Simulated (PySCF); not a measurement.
Run record: geometry optimisation, `[Se]=[PH]1C=C1`.

Method: PBE0-D3(BJ)/def2-SVP geometry optimisation, gas phase (PySCF 2.14.0). Start geometry: GFN2-xTB. A driver script takes a list of jobs; this job's settings line and coordinates (Å) are shown.

Input:
```
{"job": {"xc": "PBE0", "basis": "def2-SVP", "d3": "d3bj", "grid": 1, "maxiter": 30, "shake": 0.01, "kind": "geom"}, "charge": 0, "multiplicity": 1}
Se     2.414620     0.444820    -1.184530
P      0.883050    -0.034200     0.152600
C     -0.787190    -0.642650    -0.254270
C     -0.767520     0.620000     0.178490
H      1.164000    -0.470270     1.442490
H     -1.405190    -1.385280    -0.674580
H     -1.467810     1.438490     0.289880
```

Task: Give the output.

Result: 
```
step   0  E = -2819.89028464  max force = 0.035804
step   1  E = -2819.88895870  max force = 0.032373
step   2  E = -2819.89220031  max force = 0.014902
step   3  E = -2819.89320855  max force = 0.005936
step   4  E = -2819.89342769  max force = 0.002172
step   5  E = -2819.89345006  max force = 0.001527
step   6  E = -2819.89346979  max force = 0.001001
step   7  E = -2819.89347261  max force = 0.000336
optimisation converged
```

Energies in Eh; «max force» is the largest Cartesian gradient component in Eh/bohr.

Task: At which steps does the energy rise by more than 1e-5 Eh?

Result: At step 1 (+1.33 mEh).

Task: Give the first gradient maximum in eV/Å.

Result: With 1 Eh/bohr = 51.422 eV/Å, 1.841 eV/Å.

In short: final energy -2819.89347 Eh after 7 steps; dipole 4.28 D.

Task: Where do the atoms end?

Result: 0.035 Å rms from the input after alignment:
```
atom  x, y, z in Å
Se1    2.3223    1.4029   -0.1260
P2     0.7318    0.1842    0.4170
C3    -0.3841   -0.7495   -0.6060
C4    -0.9852    0.2876   -0.0376
H5     0.8284   -0.4505    1.6808
H6    -0.5478   -1.5406   -1.3412
H7    -1.9286    0.8380   -0.0374
```

Task: How long does this job take on AMD EPYC 7B13, one thread, shared host with 96 logical CPUs at a one-minute load of 19? And the peak memory of the process?

Result: About 22 s, with 0.39 GiB resident at the peak, the Python interpreter and its libraries included.
Labels such as C1 count atoms from 1, the log's own numbers from 0.
